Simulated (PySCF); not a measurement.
Species: C₇H₆Cl (doublet state).
Numbering: `[CH3:1][C@@:2]12[C:3]=[CH:4][C@@H:5]1[CH:6]=[C:7]2[Cl:8]` (hydrogens: H9, H10, H11 on C1; H12 on C4; H13 on C5; H14 on C6)

Level of theory: PySCF 2.14.0, UKS B3LYP, pcH-1 on C Cl H, non-relativistic, mean-field spin-orbit, GIAO. Isolated species at its GFN2-xTB geometry, gas phase. Couplings are sensitive to structure, and on GFN2-xTB geometries they can be far from those on DFT ones. The SCF solution wasn't tested for stability.

Task: What is the g tensor, term by term?

Result: 
```
                    Δg (ppm)      1     2     3
relativistic mass correction   -167  -167  -167
            gauge correction     17    12    -8
   orbital Zeeman/spin–orbit   -852   -17  1227
                       total  -1002  -172  1051
```

So g = 2.00132, 2.00215, 2.00337 and g_iso = 2.00228; the tensor is rhombic: the two nearest values differ by 40 % of g3 − g1. 

Task: What are the electron Larmor frequencies g μB B/h along the three axes at 1200 mT?

Result: 33.6131, 33.6270, 33.6476 GHz for g1, g2 and g3, a range of 34.5 MHz.

Task: At 9.629 GHz, how far is the centre of the isotropic spectrum from where a free electron (g = 2.002319) resonates?

Result: B = hν/(g μB) with μB/h = 13.99624 MHz/mT gives 343.59 mT for the free electron and 343.59 mT at g_iso, the same within 0.01 mT.

Task: In a frozen sample, at which fields do the three g values resonate at 9.5, 34, 94 and 263 GHz (hyperfine left aside), and which band first spreads them over more than twice a line width of 1.0 mT?

Result: 
| band | GHz | B(g3) mT | B(g2) mT | B(g1) mT | spread mT |
| --- | --- | --- | --- | --- | --- |
| X | 9.5 | 338.81 | 339.01 | 339.15 | 0.35 |
| Q | 34.0 | 1212.57 | 1213.31 | 1213.81 | 1.24 |
| W | 94.0 | 3352.39 | 3354.44 | 3355.83 | 3.44 |
| J | 263.0 | 9379.57 | 9385.30 | 9389.19 | 9.62 |

The spread grows in proportion to the frequency. W band is the first where it exceeds 2.0 mT.

Largest spin populations (Mulliken): C3 (+0.89), C5 (+0.09) and C4 (-0.07). No atom but C3 exceeds +0.15.

The HOMO–LUMO gaps are 5.50 eV among the α and 4.11 eV among the β orbitals.
